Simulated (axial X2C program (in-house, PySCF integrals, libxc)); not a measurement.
# Nuclear properties of TaC

Computed with an axial X2C code built on PySCF integrals: two-component X2C with atomic mean-field Coulomb and Gaunt terms, Gaussian nuclei, basis Ta dyall-cv3z, C dyall-v3z with contracted cores.

R = 1.772 Å (near the PBE0 minimum at charge 0 of the determinant lowest at the starting distance; the state shown can have its own minimum elsewhere).

Input and command:
```json
{"zs": [73, 6], "q": 0, "bas": ["dyall-cv3z", "dyall-v3z"], "r0": 1.93, "levels": ["PBE0", "HF", "TPSSh", "PBE", "PBE50"], "nst": 3}
```
```bash
python soeom.py task.json out
```

Keys: zs atomic numbers; q charge; bas basis sets; r0 starting distance in Å; levels methods; nst determinants followed.

Determinant lowest in the PBE0 search, Ω = 1/2 (⟨Sz⟩ = 0.50, ⟨Lz⟩ = 0.00 at PBE0), spin on the atoms Ta 0.06, C 0.44:

```json
{"level": "PBE0", "Eeff magnitude (GV/cm)": "0.084", "Ws magnitude Ta (kHz)": "1", "A∥/gI Ta (MHz)": "3490", "qzz Ta (a.u.)": "-9.65", "A∥/gI C (MHz)": "280", "qzz C (a.u.)": "0.17", "μ (D)": "-2.94"}
{"level": "HF", "Eeff magnitude (GV/cm)": "48.8", "Ws magnitude Ta (kHz)": "95.8", "A∥/gI Ta (MHz)": "1990", "qzz Ta (a.u.)": "-10.65", "A∥/gI C (MHz)": "372", "qzz C (a.u.)": "-0.05", "μ (D)": "-2.28"}
{"level": "TPSSh", "Eeff magnitude (GV/cm)": "1.54", "Ws magnitude Ta (kHz)": "4.17", "A∥/gI Ta (MHz)": "3350", "qzz Ta (a.u.)": "-9.71", "A∥/gI C (MHz)": "287", "qzz C (a.u.)": "0.19", "μ (D)": "-2.83"}
{"level": "PBE", "Eeff magnitude (GV/cm)": "0.241", "Ws magnitude Ta (kHz)": "0.299", "A∥/gI Ta (MHz)": "3960", "qzz Ta (a.u.)": "-9.70", "A∥/gI C (MHz)": "290", "qzz C (a.u.)": "0.22", "μ (D)": "-2.77"}
{"level": "PBE50", "Eeff magnitude (GV/cm)": "0.0875", "Ws magnitude Ta (kHz)": "1.53", "A∥/gI Ta (MHz)": "3220", "qzz Ta (a.u.)": "-9.70", "A∥/gI C (MHz)": "277", "qzz C (a.u.)": "0.11", "μ (D)": "-3.10"}
```

Determinant 0.01 eV from it at PBE0 and this distance, Ω = 1/2 (⟨Sz⟩ = -1.49, ⟨Lz⟩ = 1.99 at PBE0), spin on the atoms Ta -1.22, C -0.27:

```json
{"level": "PBE0", "Eeff magnitude (GV/cm)": "28.1", "Ws magnitude Ta (kHz)": "49.5", "A∥/gI Ta (MHz)": "-11000", "qzz Ta (a.u.)": "-3.91", "A∥/gI C (MHz)": "-277", "qzz C (a.u.)": "0.31", "μ (D)": "-4.19"}
{"level": "HF", "Eeff magnitude (GV/cm)": "28.3", "Ws magnitude Ta (kHz)": "47.5", "A∥/gI Ta (MHz)": "-9410", "qzz Ta (a.u.)": "-4.20", "A∥/gI C (MHz)": "-228", "qzz C (a.u.)": "0.20", "μ (D)": "-3.99"}
{"level": "TPSSh", "Eeff magnitude (GV/cm)": "26.5", "Ws magnitude Ta (kHz)": "46.4", "A∥/gI Ta (MHz)": "-11000", "qzz Ta (a.u.)": "-4.05", "A∥/gI C (MHz)": "-287", "qzz C (a.u.)": "0.32", "μ (D)": "-4.08"}
{"level": "PBE", "Eeff magnitude (GV/cm)": "26.8", "Ws magnitude Ta (kHz)": "47.7", "A∥/gI Ta (MHz)": "-11000", "qzz Ta (a.u.)": "-4.23", "A∥/gI C (MHz)": "-292", "qzz C (a.u.)": "0.35", "μ (D)": "-3.88"}
{"level": "PBE50", "Eeff magnitude (GV/cm)": "28.9", "Ws magnitude Ta (kHz)": "50.3", "A∥/gI Ta (MHz)": "-11000", "qzz Ta (a.u.)": "-3.65", "A∥/gI C (MHz)": "-266", "qzz C (a.u.)": "0.27", "μ (D)": "-4.47"}
```

Eeff is the effective electric field on the electron electric dipole moment in this Ω state and Ws the scalar–pseudoscalar constant of the nucleus named (defined with the proton number Z and per Ω); A∥ (defined per Ω) follows by multiplying with gI = μI/(I μN); qzz is the electric field gradient, eQq0 = 234.96 MHz × Q/barn × qzz; μ is positive if the C end (last atom) is positive. The operators were transformed with the bare-nucleus X2C matrices; with these basis sets, hyperfine constants and field gradients can be off by tens of per cent, and where levels differ in sign neither size nor sign is settled.

(1) With gI(181Ta) = 0.6773, Q(181Ta) = 3.17 barn, gI(13C) = 1.4048 (g factors from the IAEA table of nuclear moments by Stone; Q from Pyykkö, Mol. Phys. 2018), turn the PBE0 values of the first state into constants in MHz.

Each state is one determinant with collinear spin, which with several unpaired electrons need not be a pure state. Unrestricted Hartree–Fock can overshoot spin polarisation at the nuclei. In the state Ω = 1/2 the sign of Eeff differs between levels (TPSSh, PBE50 against PBE0). With several open shells hyperfine constants can be off by a factor of several. Where Eeff spreads by more than a factor of two the levels disagree and none is to be relied on. At HF, PBE50 a later determinant lies lower. States lie within half an eV, so the first need not be the ground state. The sign of Ws at Ta differs between levels in the first state. Further determinants of the search, some of them spin-mixed, are not shown. Where a field gradient or hyperfine factor spreads by more than a factor of two over the levels, a constant derived from it is not to be relied on. PBE0 term energies can be off by some tenths of an eV.

Answers

(1) A∥(181Ta) = 3490 × 0.6773 = 2360 MHz; eQq0(181Ta) = 234.96 × (3.17) × (-9.65) = -7190 MHz; A∥(13C) = 280 × 1.4048 = 393 MHz.
